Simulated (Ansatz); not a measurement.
Stepwise reaction of `[OH][Al]([OH])[F]` with methanol, as a gas-phase model of exchange steps in deposition or etching. ΔE in kJ/mol.

Program: Ansatz. Geometries: PBE0-D4/def2-TZVP. ΔE: electronic, gas phase. CCSD(T)/CBS adds triple-zeta CCSD(T) − MP2 to the extrapolated MP2 energy (def2 sets, frozen cores). This one scheme is used for every species. DFT in def2-TZVPP. B3LYP here is the variant with VWN-RPA as its local correlation; programs differ in this. One conformer a species, not always the lowest.

```json
{"step": "1", "reaction": "`[OH][Al]([OH])[F]` + CH₃OH → `C[O][Al]([OH])[F]` + H₂O", "PBE-D4": "4.4", "B3LYP-D4": "2.1", "ωB97M-V": "4.1", "CCSD(T)/CBS": "1.4"}
{"step": "2", "reaction": "`C[O][Al]([OH])[F]` + CH₃OH → `C[O][Al]([F])[O]C` + H₂O", "PBE-D4": "9.7", "B3LYP-D4": "7.4", "ωB97M-V": "10.0", "CCSD(T)/CBS": "7.4"}
```

Task: By hand: ΔE of the 2 steps together at CCSD(T)/CBS.

Result: (1.4) + (7.4) = 8.8 kJ/mol, or 4.4 kJ/mol a step.

In ΔE each step is higher than the one before. PBE-D4 differs from CCSD(T)/CBS by 2.3 to 3.0 kJ/mol a step. Isolated molecules leave out the surface, adducts and barriers. Largest T1 diagnostic: 0.012.
